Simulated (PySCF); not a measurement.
Predicted microwave data (PBE0/pcSseg-1 in PySCF (dipole) on a GFN2-xTB geometry, gas phase) for one isomer of C8H9NSi:

- Rotational constants: A = 3961, B = 528.5, C = 470.1 MHz
- Dipole components: |μa| = 2.95 D, |μb| = 0.76 D, |μc| = 0.00 D
- Inertial defect: -8.87 u·Å²
- κ: -0.97

**Question.** Which structure is it? (One computed conformer of each.)
A. `[CH:1]#[C:2][SiH2:3]/[C:4](=[CH:5]\[C:6]#[N:7])[C:8](=[CH2:9])[CH3:10]` with C2–Si3–C4–C5 -97°, Si3–C4–C8–C9 136°
B. `[CH3:1][C:2]#[C:3][SiH2:4][c:5]1[cH:6][cH:7][cH:8][n:9][cH:10]1` with C3–Si4–C5–C6 2°
C. `[CH:1]#[C:2][SiH2:3]/[C:4](=[CH:5]/[C:6]#[N:7])[C:8](=[CH2:9])[CH3:10]` with C2–Si3–C4–C5 98°, Si3–C4–C8–C9 -132°
D. `[CH:1]#[C:2][CH2:3][SiH2:4][c:5]1[cH:6][cH:7][cH:8][cH:9][n:10]1` with C2–C3–Si4–C5 180°, C3–Si4–C5–C6 180°
E. `Nc1cccc2c1C=C[SiH2]2`

**Answer.** D. It is C#CC[SiH2]c1ccccn1, a near-prolate asymmetric top, point group Cs. The candidates at the same level (rigid rotor, commonest isotopes):

```
                   SMILES  A (MHz)  B (MHz)  C (MHz)  μa (D)  μb (D)  μc (D)  Δ (u·Å²)  point group                        rotor
       CC#C[SiH2]c1cccnc1     2545    572.4    471.3    2.93    2.08    0.02     -9.16            –  near-prolate asymmetric top
C#C[SiH2]/C(=C/C#N)C(=C)C     1738    716.9    626.5    3.82    0.99    1.01   -189.03           C1               asymmetric top
C#C[SiH2]/C(=C\C#N)C(=C)C     1119     1069    632.6    4.36    0.28    0.33   -125.78           C1               asymmetric top
     Nc1cccc2c1C=C[SiH2]2     2009     1076    706.8    1.29    1.21    0.84     -6.24      near Cs               asymmetric top
       C#CC[SiH2]c1ccccn1     3961    528.5    470.1    2.95    0.76    0.00     -8.87           Cs  near-prolate asymmetric top
```

`C#C[SiH2]/C(=C\C#N)C(=C)C` has B 102 % too high; `Nc1cccc2c1C=C[SiH2]2` has B 104 % too high; `C#C[SiH2]/C(=C/C#N)C(=C)C` has A 56 % too low; `CC#C[SiH2]c1cccnc1` has A 36 % too low. In the right answer the mirror of this Cs structure is the ab plane, so μc vanishes by symmetry. No structure here is proved a minimum.
